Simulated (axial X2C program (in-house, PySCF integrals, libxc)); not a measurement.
# Worked dissociation energy of CaGa: TPSSh, spin-free

All values were computed with an in-house all-electron X2C program for linear molecules (integrals from PySCF). Spin-free means the one-electron spin-free X2C Hamiltonian. Basis: Ga dyall-cv3z [9s9p7d4f1g], Ca dyall-cv3z [11s12p6d4f] (cores contracted in-house); Gaussian nuclei, density fitting, unrestricted open shells. Masses: Ga 68.926 u, Ca 39.963 u.

Molecular state: M_S = 1/2, Λ = 1 (beyond evenly filled blocks: π+α).

| Item | Value |
| --- | --- |
| E(Ga) (2M_S = 1, M_L = 0) | -1943.858207 hartree |
| E(Ca) (2M_S = 0, M_L = 0) | -680.471109 hartree |
| E(CaGa) at Re | -2624.352728 hartree |
| ωe | 155.5 cm⁻¹ |
| ωexe | 0.735 cm⁻¹ |

(1) Work out De and D0.

The state is a single determinant with fixed occupations, the lowest that a limited PBE0 search found. Dissociation energies refer to the lowest single-determinant-based atoms at the same level and basis. Other states lie close and PBE0, whose exact exchange favours high spin, may order them wrongly; the determinant shown need not be the ground state. The nearest other spin-free determinant of the search, M_S = 1/2, Λ = 0, lies 0.35 eV up at the distance of the search. The functionals have no current-density term, which raises determinants with orbital currents, atoms included. The atomic limit has a lower orbital projection than the molecule and lies lower at mean-field level, so De may be about a tenth of an eV too small. The determinant is spin-polarised beyond a pure state at some levels (its spin-free form has ⟨S²⟩ too high), which makes Re and μ there less reliable. Spin-free De lacks the spin–orbit lowering of the heavy p-block atom, a tenth of an eV or more for 4p and 5p, up to an eV for 6p and one to two eV for 7p atoms, less what an open-shell molecule gains itself.

Each atomic determinant is the lowest at this level and need not be a pure term. Totals compare only within one Hamiltonian and basis.

Answers

(1) De = -1943.858207 + (-680.471109) − (-2624.352728) = 0.02341 hartree = 0.637 eV. The zero-point energy is ωe/2 − ωexe/4 = 78 cm⁻¹ = 0.010 eV, so D0 = 0.627 eV.
